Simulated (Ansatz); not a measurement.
Ansatz (a program for electronic structure) input (PBE0/def2-TZVP):

Ansatz 0.2 input:
```yaml
crystal:
  periodic: [false, false, false]
  atoms:
    - {symbol: C, position_ang: [2.44116810, -0.19216837, 0.15730672]}
    - {symbol: C, position_ang: [1.13600051, -0.34054865, 0.17681168]}
    - {symbol: C, position_ang: [0.17963101, 0.67095284, -0.27108201]}
    - {symbol: C, position_ang: [-1.15330096, 0.55392386, -0.26539941]}
    - {symbol: C, position_ang: [-1.96645628, -0.61401905, 0.19048393]}
    - {symbol: H, position_ang: [3.15918071, 0.56039563, -0.13023954]}
    - {symbol: H, position_ang: [0.72984680, -1.27782440, 0.55053393]}
    - {symbol: H, position_ang: [0.61206720, 1.59514374, -0.63856568]}
    - {symbol: H, position_ang: [-1.72441387, 1.40111655, -0.63318914]}
    - {symbol: H, position_ang: [-2.64544556, -0.31835047, 0.99566787]}
    - {symbol: H, position_ang: [-2.59366026, -0.98684880, -0.62461156]}
    - {symbol: H, position_ang: [-1.35982935, -1.44247600, 0.55167869]}
basis:
  gaussian:
    orbitals: def2-TZVP
hamiltonian:
  xc: {name: PBE0}
magnetization: {spin_polarized: true, initial_magnetization: 1}
```

Output:

```
Functional definition: PBE0
integrals: 0.10 GiB planned
1208 factors; their error is unknown
mean field: 1.23 GiB planned
mean field evaluation 1: about -5281.9721 eV, gradient 4.3e1 eV
mean field evaluation 2: about -5279.0757 eV, gradient 4.8e1 eV
mean field evaluation 4: about -5291.0688 eV, gradient 3.4e0 eV
mean field evaluation 8: about -5291.1323 eV, gradient 2.2e-1 eV
mean field evaluation 16: about -5291.1234 eV, gradient 6.2e-3 eV
mean field -5291.12341954 eV, -194.4451992157 hartree, gradient 5.5e-5 eV, S^2 0.773519; 0 other end points of the search recorded, 0 dependent functions left out
reference -5291.12345182 eV, -194.4452004022 hartree; 19, 18 occupied and 178, 179 virtual orbitals, 1208 factors
Total energy: -5291.12345182 eV, -194.4452004022 hartree
```

It need not be the lowest isomer of its formula.
